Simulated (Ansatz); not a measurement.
In9As8H24⁻. Total charge -1; singlet. Geometry PBE-D4/def2-SVP; atoms count from 1.

Cartesian coordinates in Å:
```
As -3.911 2.113 -0.271
As -1.099 -0.776 -2.654
As 3.825 1.533 1.760
As 2.965 -1.107 -1.083
As 0.284 2.174 -0.056
As -3.168 -1.873 0.834
As 0.830 -1.492 2.211
As -0.072 -4.113 -0.951
In -1.755 3.537 -1.178
In 2.398 3.642 0.778
In 1.150 0.645 -2.007
In -5.029 -0.413 -0.463
In -2.496 -2.820 -1.494
In 5.201 -0.140 0.144
In 2.297 0.323 3.534
In 2.008 -3.064 0.413
In -0.570 0.800 2.004
H -4.013 2.513 1.203
H -5.061 3.030 -0.717
H -0.988 -1.095 -4.148
H -2.129 0.340 -2.827
H 4.886 2.117 2.702
H 3.459 -1.841 -2.336
H -4.184 -3.022 1.046
H 0.164 -2.331 3.303
H 0.586 -4.782 -2.167
H -0.364 -5.432 -0.226
H -1.719 3.224 -2.905
H -1.883 5.134 -0.468
H 3.237 4.228 -0.643
H 1.924 4.612 2.154
H 1.720 1.401 -3.478
H -5.034 -0.618 -2.220
H -6.547 -0.264 0.412
H -3.250 -3.797 -2.734
H 6.113 0.807 -1.009
H 5.859 -1.470 1.076
H 2.679 0.139 5.223
H 0.729 1.486 3.373
H 3.066 -4.286 1.075
H -2.108 0.940 2.795
```

In the def2 sets In takes a core potential; there is no spin–orbit coupling. Single mean-field runs in def2-SVP are fitted with def2-universal-jkfit.

Q: Estimate the Mulliken populations of the heavy atoms from the PBE0/def2-SVP orbitals of Ansatz.

A: 
| atom | charge (e) |
| --- | --- |
| As1 | -0.15 |
| As2 | -0.16 |
| As3 | -0.28 |
| As4 | -0.30 |
| As5 | -0.44 |
| As6 | -0.25 |
| As7 | -0.29 |
| As8 | -0.14 |
| In9 | 0.23 |
| In10 | 0.24 |
| In11 | 0.34 |
| In12 | 0.18 |
| In13 | 0.29 |
| In14 | 0.24 |
| In15 | 0.26 |
| In16 | 0.31 |
| In17 | 0.31 |
Mulliken values depend strongly on the basis.

Q: And the Mayer bond orders between heavy atoms (over 0.3)?

A: As1–In9 0.67 (2.74 Å); As1–In12 0.60 (2.77 Å); As2–In11 0.64 (2.74 Å); As2–In13 0.65 (2.73 Å); As3–In10 0.66 (2.73 Å); As3–In14 0.71 (2.70 Å); As3–In15 0.88 (2.64 Å); As4–In11 0.74 (2.69 Å); As4–In14 0.66 (2.73 Å); As4–In16 0.83 (2.64 Å); As5–In9 0.72 (2.70 Å); As5–In10 0.69 (2.71 Å); As5–In11 0.85 (2.63 Å); As5–In17 0.88 (2.62 Å); As6–In12 0.85 (2.70 Å); As6–In13 1.00 (2.60 Å); As7–In15 0.78 (2.68 Å); As7–In16 0.74 (2.66 Å); As7–In17 0.70 (2.69 Å); As8–In13 0.53 (2.80 Å); As8–In16 0.72 (2.70 Å).
